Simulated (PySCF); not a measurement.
Level of theory: PBE0-D3(BJ)/def2-TZVP (PySCF). Isolated molecules, 0 K electronic values unless said otherwise. Excitations are Tamm–Dancoff values on a coarser integration grid. The basis has no diffuse functions, so Rydberg states are missing or too high.

Reference species (SMILES): `C=[SiH2]` (neutral, multiplicity 1).

The brightest of the four lowest singlets (TDA) is 5.60 eV, the HOMO is -6.62 eV and the HOMO–LUMO gap comes out as 5.39 eV.

Changed species: `C=[SiH]I` (X = iodo; the reference has X = H).

Problem. What does the change do to the brightest of the four lowest singlets (TDA), HOMO and HOMO–LUMO gap?

Solution. the brightest of the four lowest singlets (TDA) decreases by 0.41 eV, to 5.19 eV; the HOMO rises by 0.02 eV, to -6.60 eV; the HOMO–LUMO gap decreases by 0.13 eV, to 5.26 eV.
